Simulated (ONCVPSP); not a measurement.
**What one change does to a pseudopotential (lutetium, ONCV)**

ONCVPSP 4.0.1 input, shortened (lines: element, Z, core and valence counts, functional; n l f; lmax; l rc ep ncon nbas qcut; lloc lpopt rc5 dvloc0; l nproj debl; icmod fcfact rcfact), PBEsol, scalar-relativistic:

```
  Lu 71.00    9    5  -116133      upf
    1    0    2.00
    2    0    2.00
    2    1    6.00
    3    0    2.00
    3    1    6.00
    3    2   10.00
    4    0    2.00
    4    1    6.00
    4    2   10.00
    4    3   14.00
    5    0    2.00
    5    1    6.00
    5    2    1.00
    6    0    1.00
    3
    0    2.10    0.00    4    7    7.50
    1    2.30    0.00    4    7    7.30
    2    2.30    0.00    4    8    4.90
    3    0.80    0.00    3    8   25.30
    4    4    0.80    0.00
    0    2    0.80
    1    1    3.40
    2    2    1.00
    3    2    3.10
    0    0.00    0.00
```

All-electron outer shells of the reference configuration (PBEsol, scalar-relativistic, ld1.x):

| shell | level (eV) | outermost node (bohr) | outermost maximum (bohr) |
| --- | --- | --- | --- |
| 4d | -198.50 | 0.23 | 0.48 |
| 5s | -67.83 | 0.57 | 1.04 |
| 5p | -38.42 | 0.61 | 1.19 |
| 4f | -16.38 | – | 0.47 |
| 6s | -10.23 | 1.41 | 2.93 |
| 5d | -7.90 | 0.68 | 1.80 |

Change: all radii scaled by about 1.13 (s 2.38, p 2.60, d 2.60, f 0.90 bohr); local potential polynomial inside 0.90 bohr (lpopt 4, dvloc0 0 Ha).

Cutoffs: the cutoffs (Ha) at which the residual kinetic energy of the hardest occupied pseudo-wave falls to 1 and 0.1 mHa per electron; they do not see the model core or the augmentation charge, which bear on the density cutoff. Errors are all-electron minus pseudo energies relative to the spin-unpolarised reference configuration.

Question: How do hardness, ghosts and transferability respond?

Answer: The potential gets softer (234 Ha and 261 Ha → 209 Ha and 235 Ha); the bound ghosts move from p, s to s; the number of tests with a reliable result goes from 3 to 1. A larger radius leaves more room for a smooth pseudo-wave, so fewer plane waves are needed.

| quantity | base | changed |
| --- | --- | --- |
| cutoff, loose | 234 Ha | 209 Ha |
| cutoff, tight | 261 Ha | 235 Ha |
| loose cutoff by channel | s 16 Ha, p 9.7 Ha, d 9.8 Ha, f 234 Ha | s 12 Ha, p 11 Ha, d 9.1 Ha, f 209 Ha |
| bound ghosts | s, p | s |
| GHOST(+) flags under 300 eV | none | d at 136.6 eV |
| tests with a reliable result | 3 of 4 | 1 of 4 |
| error for 4f14 5s2 5p6 5d1 6s2, meV [ΔE -7.39 eV] | +1.7 | +2.2 |

 A true bound ghost makes a file unfit for plane-wave use even where its test errors are small: the radial tests pick states by their node count and pass the ghost by.
